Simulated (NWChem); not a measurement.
C3H5NOSi; SMILES [SiH3]c1ncco1

Results from NWChem. Geometry: optimised at B3LYP/6-31G* (spherical d). Hybrids' shares of exact exchange are those that their runs print; pure functionals count as 0. The functionals differ in more than this share.

```csv
row,share of exact exchange,highest occupied level (eV)
PBE/def2-TZVP,0.00,-6.28
TPSSh/def2-TZVP,0.10,withheld
B3LYP/def2-TZVP,0.20,-7.11
PBE0/def2-TZVP,0.25,-7.31
PW6B95/def2-TZVP,0.28,-7.39
```

**Question.** Fit a straight line of the last column on the one before it, predict the withheld value, and compare with the run.

**Answer.** 
1. Means of the 4 shown rows: x = 0.182, y = -7.022. Slope Σ(x − x̄)(y − ȳ)/Σ(x − x̄)² = -0.1923/0.04768 = -4.033; intercept -6.286.
2. The shown rows scatter about the line by 0.017 (root mean square); the largest residual is +0.03, at PW6B95/def2-TZVP.
3. At x = 0.10 (TPSSh/def2-TZVP; inside the shown range) the line gives -6.69.
4. The run gives -6.68, +0.01 from the line.
